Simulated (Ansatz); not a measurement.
The pair A = BH3 (SMILES B) (first 4 atoms), B = H2S (SMILES S); geometry from B3LYP-D3(BJ)/def2-TZVP.
(charge 0, multiplicity 1):
```xyz
7

B     -0.4494    -0.3252     0.6695
H      0.4057    -0.8871     0.0385
H     -1.2478    -1.0569     1.1911
H     -0.8794     0.6904     0.2021
S      0.6280     0.2288     2.2968
H     -0.2005     1.0714     2.9417
H      1.3922     1.2348     1.8316
```

Frozen-core correlation. MP2 and its Hartree–Fock in aug-cc-pV(Q+d)Z are density fitted.

Run with Ansatz (an electronic-structure program). 

The counterpoise-corrected interaction energy is E(AB) − E(A in the pair's basis) − E(B in the pair's basis). Total energies (hartree):

| level | AB | A in the pair's basis | B in the pair's basis |
|---|---|---|---|
| HF/aug-cc-pV(T+d)Z | -425.1185023 | -26.3856596 | -398.7158360 |
| MP2/aug-cc-pV(T+d)Z | -425.4505732 | -26.5018010 | -398.9124500 |
| HF/aug-cc-pV(Q+d)Z | -425.1237589 | -26.3874356 | -398.7190995 |
| MP2/aug-cc-pV(Q+d)Z | -425.4759490 | -26.5096668 | -398.9284273 |
| CCSD(T)/aug-cc-pV(T+d)Z | -425.5053672 | -26.5262064 | -398.9449990 |

Q: Work out the counterpoise-corrected interaction energy at the basis-set limit: extrapolate the MP2 correlation part as X⁻³, take Hartree–Fock from the larger set, and add the CCSD(T) − MP2 difference of aug-cc-pV(T+d)Z.

A: 
1. Differences (1 hartree = 627.509 kcal/mol): HF/aug-cc-pV(T+d)Z -10.672; MP2/aug-cc-pV(T+d)Z -22.793; HF/aug-cc-pV(Q+d)Z -10.808; MP2/aug-cc-pV(Q+d)Z -23.754; CCSD(T)/aug-cc-pV(T+d)Z -21.437.
2. Correlation parts, MP2 less HF: -12.121 in aug-cc-pV(T+d)Z (X = 3), -12.946 in aug-cc-pV(Q+d)Z (X = 4).
3. Limit (4³·(-12.946) − 3³·(-12.121))/(4³ − 3³) = -13.549; with HF/aug-cc-pV(Q+d)Z it gives -24.357.
4. CCSD(T) less MP2 in aug-cc-pV(T+d)Z: 1.356.
Result: -23.00 kcal/mol, against -22.79 at MP2/aug-cc-pV(T+d)Z. It is an estimate of this method's limit, not of the exact value.
